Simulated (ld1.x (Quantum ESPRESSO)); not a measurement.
# Reading a pseudo-wave (Co (Z = 27))

Columns: radius, all-electron u(r) and pseudo u(r) of the 4s shell (level -5.68 eV) of cobalt in the configuration [Ar] 3d7 4s2 4p0; LDA (PZ), scalar-relativistic, TM scheme, ld1.x (Quantum ESPRESSO) 7.5.

| r (bohr) | all-electron | pseudo |
| --- | --- | --- |
| 0.148 | -0.1591 | -0.0191 |
| 0.295 | -0.0190 | -0.0397 |
| 0.443 | 0.2110 | -0.0639 |
| 0.590 | 0.2777 | -0.0933 |
| 0.738 | 0.2096 | -0.1305 |
| 0.885 | 0.0769 | -0.1768 |
| 1.033 | -0.0737 | -0.2339 |
| 1.180 | -0.2147 | -0.3004 |
| 1.328 | -0.3368 | -0.3738 |
| 1.475 | -0.4351 | -0.4469 |
| 1.623 | -0.5113 | -0.5136 |
| 1.770 | -0.5666 | -0.5667 |
| 1.918 | -0.6046 | -0.6046 |
| 2.065 | -0.6275 | -0.6275 |
| 2.213 | -0.6384 | -0.6384 |
| 2.360 | -0.6393 | -0.6393 |
| 2.508 | -0.6324 | -0.6324 |
| 2.655 | -0.6194 | -0.6194 |
| 2.802 | -0.6017 | -0.6017 |
| 2.950 | -0.5804 | -0.5804 |
| 3.098 | -0.5565 | -0.5565 |
| 3.245 | -0.5311 | -0.5311 |
| 3.393 | -0.5045 | -0.5045 |
| 3.540 | -0.4776 | -0.4776 |
| 3.688 | -0.4504 | -0.4504 |
| 3.835 | -0.4236 | -0.4236 |

Task: How many radial nodes do the two functions have?

Result: The all-electron 4s function has n − l − 1 = 3 (the table is too coarse to show those close to the nucleus); the pseudo-wave has 0, since the states of the same l below it are removed with the core.

Task: At about which radius was the pseudo-wave matched?

Result: 1.95 bohr. The columns agree to 0.0005 from 1.77 bohr on; several derivatives are matched, so the curves merge somewhat inside the radius.

Task: Is the pseudo-wave norm-conserving?

Result: Yes: the TM scheme keeps the norm inside the radius equal to the all-electron one, which fixes the energy derivative of the logarithmic derivative at the level.
